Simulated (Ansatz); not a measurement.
`[CH3][GeH]1[CH]=[N]1`. Charge 0, multiplicity 1.

Cartesian coordinates in Å:
```
C 0.399 1.065 -0.932
Ge 0.429 -0.572 0.109
C -1.120 -1.213 0.972
N -0.637 -0.373 1.762
H 1.080 1.797 -0.496
H -0.614 1.465 -0.920
H 0.694 0.873 -1.964
H 1.780 -1.193 0.458
H -2.010 -1.847 1.011
```

Question: What are the harmonic wavenumbers in cm⁻¹ at PBE0-D4/def2-TZVP (Ansatz, finite differences of forces, unscaled)? (Estimate.)

Answer: The calculation gave: 76, 134, 203, 390, 567, 614, 668, 719, 787, 806, 857, 1128, 1265, 1449, 1455, 1677, 2184, 3069, 3081, 3160, 3170.

Question: Is this a minimum?

Answer: Yes, all 21 modes are real.

Question: Give the ideal-gas thermochemistry at 298.15 K and 1 bar (rigid rotor, harmonic oscillator; point group C1, symmetry number 1).

Answer: Zero-point energy 164.2 kJ/mol; H(298) − E = 182.5 kJ/mol; entropy 324.3 J/(mol·K), of which translation 168.1, rotation 104.9, vibration 51.3; G(298) − E = 85.8 kJ/mol. Modes under 100 cm⁻¹ are hindered rotations or soft bends, so the harmonic entropy is rough.
